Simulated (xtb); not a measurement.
Input file for xtb: GFN-FF on GeH4 (SMILES [GeH4]).

```
$ xtb mol.xyz --gfnff --sp --chrg 0 --uhf 0
5

Ge     0.26704966     0.37839356     3.61411951
H     -0.54263809    -0.89225484     3.90525226
H      1.13192833     0.15363231     2.36234131
H      1.18627363     0.69012499     4.80445203
H     -0.68311206     1.55815686     3.37038498
```

Program output:

```
[...]
           -------------------------------------------------
          |                Calculation Setup                |
           -------------------------------------------------



          ==================== Thresholds ====================
          CN  :   150.00000
          rep :   500.00000
          disp:  2500.00000
          HB1 :   250.00000
          HB2 :   450.00000

          Pauling EN used:
          Z : 1  EN :  2.20
          Z :32  EN :  2.01
          electric field strengths (au): 0.000

           -------------------------------------------------
          |           Force Field Initialization            |
           -------------------------------------------------

          distances ...
          ----------------------------------------
          generating topology and atomic info file ...
          pair mat ...
          computing topology distances matrix with Floyd-Warshall algo ...
          making topology EEQ charges ...
          #fragments for EEQ constrain: 1
          ----------------------------------------
          generating topology and atomic info file ...
          pair mat ...
          computing topology distances matrix with Floyd-Warshall algo ...
          making topology EEQ charges ...
          #fragments for EEQ constrain: 1
          rings ...
          # BATM   0
          # H in HB   4

  atom   neighbors  erfCN metchar sp-hybrid imet pi  qest     coordinates
    1  Ge      4    3.44   0.03         3    0    0   0.124    0.504651    0.715060    6.829696
    2  H       1    0.95   0.01         0    0    0  -0.031   -1.025437   -1.686117    7.379857
    3  H       1    0.95   0.01         0    0    0  -0.031    2.139035    0.290323    4.464178
    4  H       1    0.95   0.01         0    0    0  -0.031    2.241732    1.304147    9.079099
    5  H       1    0.95   0.01         0    0    0  -0.031   -1.290895    2.944490    6.369105

          #atoms :   5
          #bonds :   4
          #angl  :   6
          #tors  :   0
          #nmol  :   1
          #optfrag :   1
           -------------------------------------------------
          |                   G F N - F F                   |
          |          A general generic force-field          |
          |                  Version 1.0.3                  |
           -------------------------------------------------
          Number of HB bonds (bound hydrogen)     0
          Number of HB bonds (unbound hydrogen)   0
          Number of XB bonds                      0

 E+G (total)                   0 d,  0 h,  0 min,  0.000 sec
 distance/D3 list               ...        0 min,  0.000 sec (  1.052%)
 non bonded repulsion           ...        0 min,  0.000 sec ( 19.089%)
 dCN                            ...        0 min,  0.000 sec (  2.722%)
 EEQ energy and q               ...        0 min,  0.000 sec ( 21.682%)
 D3                             ...        0 min,  0.000 sec ( 12.349%)
 EEQ gradient                   ...        0 min,  0.000 sec (  7.486%)
 bonds                          ...        0 min,  0.000 sec (  7.021%)
 bend and torsion               ...        0 min,  0.000 sec (  6.556%)
 bonded ATM                     ...        0 min,  0.000 sec (  0.575%)
 HB/XB (incl list setup)        ...        0 min,  0.000 sec ( 11.914%)

         :::::::::::::::::::::::::::::::::::::::::::::::::::::
         ::                     SUMMARY                     ::
         :::::::::::::::::::::::::::::::::::::::::::::::::::::
         :: total energy              -0.329750738898 Eh    ::
         :: gradient norm              0.003823730131 Eh/a0 ::
         ::.................................................::
Note: The following floating-point exceptions are signalling: IEEE_UNDERFLOW_FLAG IEEE_DENORMAL
normal termination of xtb
         :: bond energy               -0.360942733327 Eh    ::
         :: angle energy               0.025382405484 Eh    ::
         :: torsion energy             0.000000000000 Eh    ::
         :: repulsion energy           0.010611684451 Eh    ::
         :: electrostat energy        -0.003808300419 Eh    ::
         :: dispersion energy         -0.000993795087 Eh    ::
         :: HB energy                  0.000000000000 Eh    ::
         :: XB energy                  0.000000000000 Eh    ::
         :: bonded atm energy          0.000000000000 Eh    ::
         :: external energy            0.000000000000 Eh    ::
         :: add. restraining           0.000000000000 Eh    ::
         :: total charge              -0.000000000000 e     ::
         :::::::::::::::::::::::::::::::::::::::::::::::::::::

           -------------------------------------------------
          |                Property Printout                |
           -------------------------------------------------

molecular dipole:
                 x           y           z       tot (Debye)
 q only:       -0.001       0.000       0.001       0.003

           -------------------------------------------------
          | TOTAL ENERGY               -0.329750738898 Eh   |
          | GRADIENT NORM               0.003823730131 Eh/α |
           -------------------------------------------------
########################################################################
[WARNING] Runtime exception occurred
-1- gfnff_setup: Could not read topology file.
########################################################################

------------------------------------------------------------------------
------------------------------------------------------------------------
 total:
 SCF:
```

The run finished.

Cost: about 0.04 core-seconds (a rough figure).
